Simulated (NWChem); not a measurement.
System: SbCl4 cation; SMILES [Cl][Sb+]([Cl])([Cl])[Cl]

Here is an NWChem input.

```
start job
memory heap 200 mb stack 900 mb global 1100 mb
charge 1
geometry units angstroms noautoz
  Sb    -0.000010    -0.000022    -0.000002
  Cl    -1.854879     1.303376     0.143613
  Cl     1.843573     1.319548    -0.141253
  Cl     0.148077    -1.312556     1.848062
  Cl    -0.136805    -1.310449    -1.850430
end
basis spherical
  Sb library def2-svp
  Cl library def2-svp
end
ecp
  Sb library def2-ecp
end
dft
  xc xpbe96 cpbe96
  iterations 150
  mulliken
end
task dft energy
```

NWChem printed, in part:

```
             Northwest Computational Chemistry Package (NWChem) 7.3.0
             --------------------------------------------------------

 C1  symmetry detected

                             Geometry "geometry" -> ""
                             -------------------------

 Output coordinates in angstroms (scale by  1.889725989 to convert to a.u.)

  No.       Tag          Charge          X              Y              Z
 ---- ---------------- ---------- -------------- -------------- --------------
    1 Sb                  51.0000    -0.00000029     0.00000095    -0.00000086
    2 Cl                  17.0000    -0.45890980    -1.39948563    -1.72940827
    3 Cl                  17.0000     0.48764494    -1.22044606     1.85276095
    4 Cl                  17.0000     1.77884170     1.30732878    -0.53538008
    5 Cl                  17.0000    -1.80757596     1.31260004     0.41202998

 Effective nuclear repulsion energy (a.u.)    1055.2610253041

 Summary of "ao basis" -> "ao basis" (spherical)
 ------------------------------------------------------------------------------
       Tag                 Description            Shells   Functions and Types
 ---------------- ------------------------------  ------  ---------------------
 Sb                         def2-svp                10       26   4s4p2d
 Cl                         def2-svp                 8       18   4s3p1d

            General Information
            -------------------
          SCF calculation type: DFT
          Wavefunction type:  closed shell.
          No. of atoms     :     5
          No. of electrons :    90
           Alpha electrons :    45
            Beta electrons :    45
          Charge           :     1
          Spin multiplicity:     1
          Use of symmetry is: off; symmetry adaption is: off
          Maximum number of iterations: 150
          AO basis - number of functions:    98
                     number of shells:    42
          Convergence on energy requested:  1.00D-06
          Convergence on density requested:  1.00D-05
          Convergence on gradient requested:  5.00D-04

              XC Information
              --------------
          PerdewBurkeErnzerhof Exchange Functional  1.000
            Perdew 1991 LDA Correlation Functional  1.000 local
           PerdewBurkeErnz. Correlation Functional  1.000 non-local

             Grid Information
             ----------------
          Grid used for XC integration:  medium
          Radial quadrature: Mura-Knowles
          Angular quadrature: Lebedev.
          Tag              B.-S. Rad. Rad. Pts. Rad. Cut. Ang. Pts.
          ---              ---------- --------- --------- ---------
          Sb                  1.45      123           7.0       590
          Cl                  1.00       88          10.0       590
          Grid pruning is: on
          Number of quadrature shells:   475
          Spatial weights used:  Erf1

      Superposition of Atomic Density Guess
      -------------------------------------

 Sum of atomic energies:       -2114.90639115

 Renormalizing density from      91.00 to     90

      Non-variational initial energy
      ------------------------------

 Total energy =   -2064.032956
 1-e energy   =   -4135.366802
 2-e energy   =    1459.622896
 HOMO         =      -0.674680
 LUMO         =      -0.385173

     ---------------------------------------------
      Total Density - Mulliken Population Analysis
     ---------------------------------------------

    Atom       Charge   Shell Charges
 -----------   ------   -------------------------------------------------------
    1 Sb  23    20.95   2.11 -0.08  0.97  0.10  2.97  3.04  1.07  0.46  9.85  0.45
    2 Cl  17    17.26   2.00  1.99  1.30  0.65  5.95  2.23  3.11  0.01
    3 Cl  17    17.26   2.00  1.99  1.30  0.65  5.95  2.23  3.11  0.01
    4 Cl  17    17.26   2.00  1.99  1.30  0.65  5.95  2.23  3.11  0.01
    5 Cl  17    17.26   2.00  1.99  1.30  0.65  5.95  2.23  3.11  0.01

   convergence    iter        energy       DeltaE   RMS-Dens  Diis-err
 ---------------- ----- ----------------- --------- --------- ---------
 d= 0,ls=0.0,diis     1  -2079.3194971059 -2.69D+03  3.15D-02  1.82D+00
 d= 0,ls=0.0,diis     2  -2078.8225526219  4.97D-01  2.37D-02  4.52D+00
 d= 0,ls=0.0,diis     3  -2079.4677447928 -6.45D-01  4.24D-03  2.05D-01
 d= 0,ls=0.0,diis     4  -2079.4962191816 -2.85D-02  4.40D-04  1.44D-03
 d= 0,ls=0.0,diis     5  -2079.4963531485 -1.34D-04  1.36D-04  2.50D-04
  Resetting Diis
 d= 0,ls=0.0,diis     6  -2079.4963831544 -3.00D-05  2.33D-05  8.45D-06
 d= 0,ls=0.0,diis     7  -2079.4963844492 -1.29D-06  8.08D-06  6.78D-08
 d= 0,ls=0.0,diis     8  -2079.4963844244  2.48D-08  5.00D-06  2.42D-07

         Total DFT energy =    -2079.496384424408
      One electron energy =    -4160.483739365834
           Coulomb energy =     1600.649795079199
    Exchange-Corr. energy =     -131.373390906115
 Nuclear repulsion energy =      611.710950768343

 Numeric. integr. density =       90.000000441595

                       DFT Final Molecular Orbital Analysis
                       ------------------------------------

 Vector   43  Occ=2.000000D+00  E=-5.001193D-01
              MO Center= -2.5D-01, -7.0D-04, -2.0D-01, r^2= 6.1D+00
   Bfn.  Coefficient  Atom+Function         Bfn.  Coefficient  Atom+Function
  ----- ------------  ---------------      ----- ------------  ---------------
    37      0.357502  2 Cl px                93     -0.321839  5 Cl pz
    34      0.280294  2 Cl px                75      0.277635  4 Cl pz
    90     -0.252333  5 Cl pz                55     -0.249939  3 Cl px
    72      0.217676  4 Cl pz                52     -0.195961  3 Cl px
    31      0.160489  2 Cl px                87     -0.144480  5 Cl pz

[...]
```

Level: PBE/def2-SVP with def2 effective core potentials on Sb. All runs use the structure optimised with PBE0/def2-SVP. def2 effective core potentials on Sb; no spin-orbit coupling.
